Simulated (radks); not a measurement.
Effect of the nuclear size on the argon ion Ar3+, [Ne] 3s2 3p3. All-electron calculation, Dirac Kohn-Sham, exchange-only LDA, spin-unpolarised, spherical densities, finite nucleus; open shells are shared between the two j in proportion to 2j + 1; Fermi nuclear charge, rms radius 3.4274 fm. Program: a radial shooting solver on a logarithmic mesh with Libxc functionals. The rms radius is varied about that value; shifts are against it.

rms radius (fm)  total energy shift (eV)  density at nucleus (e/bohr^3)  1s1/2 shift (meV)  2s1/2 shift (meV)
2.9373                          -0.00491                           4325              -2.07             -0.154
3.3109                          -0.00123                           4314             -0.519             -0.039
3.4274                                 0                           4311              0.000              0.000
3.6228                           0.00216                           4306              0.910              0.068
4.1334                           0.00838                           4294               3.52              0.263

Slopes of the eigenvalues against <r^2> in GHz/fm^2, as finite differences over the two radii next to the reference (eigenvalue slopes, not the field-shift constants of lines): 1s1/2 160, 2s1/2 11.9.
